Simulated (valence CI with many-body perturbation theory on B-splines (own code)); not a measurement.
# Cl XI: electric-dipole lines

Computed by valence CI with perturbative core correlation (CI+MBPT): five valence electrons over a frozen Dirac-Fock core [He], radial functions for each j: 11 s, 11 p, 10 d, 8 f, 5 g, 2 h, with the one-electron correlation potential Σ1 (screened to all orders), the two-electron term Σ2, the three-electron term Σ3, Breit, model QED; selected single and double excitations, second order for the rest, scaled by the run's own slope (own B-spline code, finite nucleus).

No measured spectrum was set against this ion. As an estimate, levels of excited configurations hold to 0.05 to 0.15 % of their energy, terms of the ground configuration to about 0.5 %. Among the levels kept, up to 4800 cm⁻¹ of a level comes from second order outside the variational space, and about a tenth of that is noise between levels of different J, which matters for small intervals.

Lines 101 to 150 of 596 in falling wavelength, among levels below 404.27 eV, chosen from the strongest by gf and those to the six lowest levels. Wavelengths and rates use the calculated energies, so an error of 400 cm⁻¹ moves a line at 760.4 Å by 0.3 % and its rate by three times that or more. Electric multipoles are in the length gauge, E1 and E2 with the static RPA response of the core. Weak lines are less certain than strong ones. Lines between different terms over intervals too small for the method are left out, as are lines whose strength nearly cancels. Where a level lies close to another of its J and parity, the split of strength between their lines is uncertain. The highest levels of a list are the least certain.

Names give the largest LS component (configuration and term), which can be under half, so a name can repeat, a term be missing and a line seem to break the LS rules; names also repeat where a configuration has a term twice. Letters in brackets count levels of one name in rising energy.

| λ vac (Å) | Upper | Lower | A (s⁻¹) | log gf | Branch % |
| --- | --- | --- | --- | --- | --- |
| 760.4 | 2s2p³3d ⁴G°_5/2 | 2s2p³3p ⁴F_3/2 | 9.30e+08 | -0.32 | 17.6 |
| 759.1 | 2s2p³3d ⁴S°_3/2 | 2s2p³3p ⁴P_1/2 [b] | 2.99e+08 | -0.99 | 0.0 |
| 758.5 | 2s2p³3d ⁴F°_5/2 [b] | 2s2p³3p ⁴D_5/2 [b] | 2.89e+08 | -0.83 | 0.5 |
| 757.9 | 2s2p³3d ⁴S°_3/2 | 2s2p³3p ⁴P_5/2 [b] | 5.22e+08 | -0.75 | 0.0 |
| 756.7 | 2s2p³3d ⁶D°_3/2 | 2s2p³3p ⁶P_5/2 | 4.14e+08 | -0.85 | 13.6 |
| 756.7 | 2s2p³3d ⁶D°_5/2 | 2s2p³3p ⁶P_5/2 | 8.42e+08 | -0.36 | 37.5 |
| 756.5 | 2s2p³3d ⁶D°_7/2 | 2s2p³3p ⁶P_5/2 | 8.91e+08 | -0.21 | 59.0 |
| 755.5 | 2s2p³3d ⁴F°_5/2 [b] | 2s2p³3p ⁴D_3/2 [b] | 1.08e+09 | -0.26 | 1.9 |
| 755.1 | 2s2p³3p ²D_5/2 [a] | 2s2p³3s ²D°_5/2 [a] | 1.34e+09 | -0.16 | 0.2 |
| 754.3 | 2s2p³3p ²D_3/2 [a] | 2s2p³3s ²D°_3/2 [a] | 1.17e+09 | -0.40 | 0.2 |
| 754.1 | 2s2p³3p ²P_3/2 [e] | 2s2p³3s ²P°_3/2 [b] | 1.22e+09 | -0.38 | 0.5 |
| 753.9 | 2s²2p²3d ²F_7/2 [b] | 2s²2p²3p ²D°_5/2 [b] | 9.66e+08 | -0.18 | 0.0 |
| 752.4 | 2s2p³3d ⁴F°_3/2 [b] | 2s2p³3p ⁴D_3/2 [b] | 3.64e+08 | -0.91 | 1.9 |
| 750.9 | 2s2p³3d ⁴S°_3/2 | 2s2p³3p ⁴P_3/2 [b] | 4.95e+08 | -0.78 | 0.0 |
| 750.9 | 2s²2p²3d ²S_1/2 | 2s²2p²3p ²P°_3/2 [b] | 7.11e+08 | -0.92 | 0.1 |
| 750.6 | 2s2p³3d ⁶D°_1/2 | 2s2p³3p ⁶P_3/2 | 1.42e+09 | -0.62 | 39.8 |
| 750.5 | 2s2p³3d ⁶D°_3/2 | 2s2p³3p ⁶P_3/2 | 9.93e+08 | -0.47 | 32.6 |
| 750.5 | 2s2p³3d ⁶D°_5/2 | 2s2p³3p ⁶P_3/2 | 4.42e+08 | -0.65 | 19.7 |
| 750.1 | 2s²2p²3d ⁴F_5/2 | 2s²2p²3p ⁴D°_5/2 | 1.90e+08 | -1.02 | 0.9 |
| 750.1 | 2s2p³3d ⁴F°_3/2 [b] | 2s2p³3p ⁴D_1/2 [b] | 1.02e+09 | -0.46 | 5.3 |
| 750.0 | 2s2p³3d ⁴G°_5/2 | 2s2p³3p ²P_3/2 [a] | 3.32e+08 | -0.77 | 6.3 |
| 747.2 | 2s2p³3p ²S_1/2 [b] | 2s2p³3s ²P°_3/2 [b] | 1.29e+09 | -0.67 | 0.9 |
| 744.8 | 2s2p³3d ²P°_1/2 [b] | 2s2p³3p ²S_1/2 [a] | 7.53e+08 | -0.90 | 0.0 |
| 743.4 | 2s2p³3d ²D°_3/2 [b] | 2s2p³3p ²D_3/2 [b] | 2.93e+08 | -1.01 | 0.0 |
| 736.8 | 2s²2p²3d ⁴P_5/2 | 2s²2p²3p ⁴S°_3/2 | 4.78e+08 | -0.63 | 0.0 |
| 734.2 | 2s²2p²3d ⁴F_3/2 | 2s²2p²3p ⁴D°_3/2 | 2.99e+08 | -1.01 | 1.6 |
| 732.9 | 2s²2p²3d ⁴F_9/2 | 2s²2p²3p ⁴D°_7/2 | 1.38e+09 | 0.05 | 100.0 |
| 732.9 | 2s2p³3d ²F°_7/2 [a] | 2s2p³3p ²D_5/2 [a] | 1.10e+09 | -0.15 | 0.1 |
| 729.6 | 2s2p³3d ²F°_5/2 [a] | 2s2p³3p ²D_3/2 [a] | 8.86e+08 | -0.37 | 0.1 |
| 728.1 | 2s2p³3d ²F°_5/2 [a] | 2s2p³3p ²D_5/2 [a] | 2.29e+08 | -0.96 | 0.0 |
| 726.2 | 2s²2p²3d ²F_5/2 [b] | 2s²2p²3p ²D°_3/2 [b] | 4.93e+08 | -0.63 | 0.0 |
| 725.2 | 2s²2p²3d ⁴F_7/2 | 2s²2p²3p ⁴D°_5/2 | 1.34e+09 | -0.07 | 13.9 |
| 724.9 | 2s²2p²3p ²P°_1/2 [a] | 2s²2p²3s ²P_1/2 | 6.46e+08 | -0.99 | 6.7 |
| 724.3 | 2s2p³3d ²G°_7/2 | 2s2p³3p ²F_5/2 [a] | 1.58e+09 | 0.00 | 19.1 |
| 721.3 | 2s2p³3d ²G°_9/2 | 2s2p³3p ²F_7/2 [a] | 1.66e+09 | 0.11 | 51.7 |
| 720.9 | 2s²2p²3d ²F_5/2 [a] | 2s²2p²3p ²D°_3/2 [a] | 1.24e+09 | -0.24 | 0.3 |
| 720.8 | 2s2p³3d ²P°_3/2 [b] | 2s2p³3p ²S_1/2 [a] | 8.86e+08 | -0.56 | 0.0 |
| 719.4 | 2s²2p²3d ²F_7/2 [a] | 2s²2p²3p ²D°_5/2 [a] | 1.31e+09 | -0.09 | 0.3 |
| 719.0 | 2s²2p²3d ⁴P_3/2 | 2s²2p²3p ⁴S°_3/2 | 7.21e+08 | -0.65 | 0.0 |
| 718.2 | 2s²2p²3d ⁴F_5/2 | 2s²2p²3p ⁴D°_3/2 | 1.25e+09 | -0.24 | 5.8 |
| 717.8 | 2s²2p²3d ⁴F_3/2 | 2s²2p²3p ⁴D°_1/2 | 1.03e+09 | -0.50 | 5.3 |
| 716.5 | 2s2p³3p ⁴P_3/2 [c] | 2s2p³3s ⁴P°_5/2 | 7.65e+08 | -0.63 | 0.8 |
| 715.5 | 2s2p³3p ⁴P_5/2 [c] | 2s2p³3s ⁴P°_5/2 | 1.31e+09 | -0.22 | 2.6 |
| 714.4 | 2s2p³3p ⁴P_1/2 [c] | 2s2p³3s ⁴P°_3/2 | 1.56e+09 | -0.62 | 2.2 |
| 713.3 | 2s²2p²3d ²G_9/2 | 2s²2p²3p ²F°_7/2 | 1.60e+09 | 0.09 | 99.9 |
| 713.3 | 2s²2p²3d ²D_5/2 [c] | 2s²2p²3p ²P°_3/2 [c] | 1.56e+09 | -0.15 | 0.1 |
| 711.3 | 2s²2p²3p ⁴S°_3/2 | 2s²2p²3s ⁴P_5/2 | 1.04e+09 | -0.50 | 1.6 |
| 711.0 | 2s²2p²3d ⁴D_1/2 | 2s²2p²3p ⁴P°_1/2 | 7.80e+08 | -0.93 | 0.5 |
| 710.6 | 2s2p³3d ²F°_5/2 [b] | 2s2p³3p ²D_5/2 [b] | 3.78e+08 | -0.76 | 0.1 |
| 710.5 | 2s2p³3p ⁴P_5/2 [c] | 2s2p³3s ⁴P°_3/2 | 5.67e+08 | -0.59 | 1.1 |

Problem. How does gf follow from A for the line at 714.4 Å?

Solution. gf = 1.4992 × (2J+1)_upper × A / σ², with σ = 139975 cm⁻¹ and 2J+1 = 2: gf = 0.239.
